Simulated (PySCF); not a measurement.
## What settings do to a single point of Nd2N2

The sound run of Nd2N2 (singlet in the valence; each metal's 4f electrons, 3 of them, lie in its core potential, out of spins and levels) uses PySCF 2.14.0, RKS PBE, Nd lcecp-1-SVP with ECP49, N def2-SVP; non-relativistic Hamiltonian with scalar-relativistic core potentials where named; density fitting; no spin-orbit coupling, grid (50, 194), threshold 1e-8 Eh and 55 cycles, at the relaxed geometry:

```xyz
4

Nd    0.0000    0.0000    1.5648
Nd    0.0000    0.0000   -1.5648
N     1.3944    0.0000    0.0000
N    -1.3944    0.0000    0.0000
```

There Nd1 has a Mulliken charge of 0.41 e and the dipole about the centre of mass is 0.00 D. Each run below changes one thing and starts from free metal ions and neutral atoms unless it says otherwise; with 55 cycles, smearing, a level shift and second-order steps follow where DIIS fails, and their cycles count. Energy shifts count from the sound run. On f atoms grids over 110 angular points are at least (60, 302).

| change | outcome | cycles | energy shift (eV) | largest force component (eV/Å) | charge on Nd1 (e) | dipole about the centre of mass (D) |
| --- | --- | --- | --- | --- | --- | --- |
| cycle limit 8 | not converged | 8 | – | – | – | – |
| threshold 1e-06 | converged | 11 | 0.0000 | 0.00 | 0.41 | 0.00 |
| start from the bare core Hamiltonian, limit 72 cycles | converged | 12 | 0.0000 | 0.00 | 0.41 | 0.00 |

Question: How does the run with this change end: grid (99, 590)?

Answer: outcome converged, cycles 12, energy shift (eV) -0.0012, largest force component (eV/Å) 0.01, charge on Nd1 (e) 0.41, dipole about the centre of mass (D) 0.00.

Forces carry noise of the integration grid, about 0.01 to 0.03 eV/Å.

An lcecp potential fixes the number of 4f electrons, so in runs with it no electron can move into or out of that shell.
